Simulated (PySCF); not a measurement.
## Two probes of the same atoms: core binding energy and nuclear shielding

Species: C6H12O.
Numbering: `[CH3:1][O:2][CH:3]1[CH2:4][CH2:5][CH2:6][CH2:7]1`

Binding energies: delta-SCF UKS SCAN, pcX-2 on the ionised atom, pcseg-1 elsewhere, spin-free X2C (PySCF). Shieldings: GIAO PBE0/pcSseg-1, non-relativistic, same geometry.

| atom | isotropic shielding (ppm) |
| --- | --- |
| C1 | 127.9 |
| C3 | 101.9 |
| C4 | 148.4 |
| C5 | 154.4 |

Task: What are the C 1s binding energies of these atoms?

Result: 
| atom | environment | C 1s (eV) | isotropic shielding (ppm) |
| --- | --- | --- | --- |
| C4 | ring CH2 carbon | 290.26 | 148.4 |
| C5 | ring CH2 carbon | 290.42 | 154.4 |
| C3 | sp3 carbon bound to oxygen | 291.64 | 101.9 |
| C1 | methoxy carbon | 291.98 | 127.9 |

Task: Among the listed atoms, is the one with the highest binding energy also the least shielded?

Result: No. The highest binding energy is at C1 (291.98 eV, shielding 127.9 ppm), the lowest shielding at C3 (101.9 ppm, 291.64 eV).

By binding energy: C4 < C5 < C3 < C1. By shielding: C3 < C1 < C4 < C5.

Of atoms equivalent by bonding only the ionised one is listed; its partners' own values can differ in this conformer. Isolated species at its PBE0-D3(BJ)/def2-SVP geometry (one conformer only).
